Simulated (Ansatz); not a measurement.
`CC[SiH]1[AlH][SiH2]1` + `C[SiH2]C` → `C[SiH]1[AlH][SiH2]1` + `CC[SiH2]C` at 500 K and 1 bar (redistribution).

Computed with Ansatz on PBE0-D4/def2-TZVP structures; ΔE is electronic, products minus reactants. CBS: MP2 limit from def2 TZ/QZ plus the TZ coupled-cluster correction, frozen cores. Each species was taken in one conformer, which may not be the lowest.

```
               species  CCSD(T)/CBS energy (Eh)  H − E (kJ/mol)  S (J/(mol·K))
`CC[SiH]1[AlH][SiH2]1`               -901.64180           317.2          485.9
            `C[SiH2]C`               -370.01595           276.5          354.4
 `C[SiH]1[AlH][SiH2]1`               -862.38434           232.5          439.1
           `CC[SiH2]C`               -409.27248           361.1          406.3
```

H − E and S are ideal-gas, rigid-rotor, harmonic terms from PBE0-D4/def2-TZVP, for one conformer and one mirror image of each species. 1 Eh = 2625.50 kJ/mol, R = 8.31446 J/(mol·K).

Q: By hand: ΔE, ΔH, ΔS and ΔG.

A: ΔE = (-862.38434) + (-409.27248) − (-901.64180) − (-370.01595) = 0.00093 Eh = 2.4 kJ/mol. Δ(H − E) = 232.5 + 361.1 − 317.2 − 276.5 = -0.1, so ΔH = 2.3 kJ/mol. ΔS = 439.1 + 406.3 − 485.9 − 354.4 = 5.1 J/(mol·K). ΔG = 2.3 − 500 × (5.1)/1000 = -0.2 kJ/mol.

Q: By hand: the equilibrium constant, and the temperature at which ΔG would vanish if ΔH and ΔS stayed fixed.

A: log₁₀ K = −ΔG/(RT ln 10) = 0.0. ΔG = 0 at ΔH/ΔS = 451 K, though so small a ΔH makes that figure unsure.

TΔS isn't small against ΔH here. The sign of ΔG lies within the doubt. A doubt of 5 kJ/mol in ΔE shifts log₁₀ K by 0.5 here. Other conformers and mirror images would add mixing entropy, several J/(mol·K) or more a flexible species. Modes under 60 cm⁻¹, often nearly free rotors, make the harmonic entropy too high. These are equilibria of isolated gas molecules and say nothing of rates. Largest T1 diagnostic: 0.014 (customary marks: 0.02 for closed shells, 0.045 for open ones).
